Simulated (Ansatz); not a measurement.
```yaml
crystal:
  periodic: [false, false, false]
  atoms:
    - {symbol: C, position_ang: [-0.530090, 0.135672, -0.492413]}
    - {symbol: Al, position_ang: [-0.183572, 0.743590, 1.188919]}
    - {symbol: Ga, position_ang: [1.104321, -0.869892, 0.023359]}
    - {symbol: H, position_ang: [-1.051771, -0.845597, -0.520119]}
    - {symbol: H, position_ang: [-0.945639, 0.647992, -1.445022]}
    - {symbol: H, position_ang: [-0.285336, 2.108913, 2.031558]}
    - {symbol: H, position_ang: [1.906235, -1.921906, -0.852473]}
basis:
  gaussian: {orbitals: def2-SVPD}
magnetization: {spin_polarized: true, initial_magnetization: 1}
hamiltonian: {xc: {name: B3LYP}, dispersion: d4}
accuracy: high
scf: {lower_state_search: off}
output: {forces: true}
```

```sh
$ ansatz run in.yaml --threads 2 --pin off --events-out ev --progress --plain --max-ram 4352MiB
```

Shortened log:

```
Error: a molecule whose nuclei and cores have a total charge of 54 cannot have a net charge of 0 together with 1 unpaired electrons
```

(1) Something in this input is off. What?

Results:

(1) The number of unpaired electrons doesn't fit the electron count. The program refused the input.

B3LYP here is the variant with VWN-RPA as its local correlation; programs differ in this.
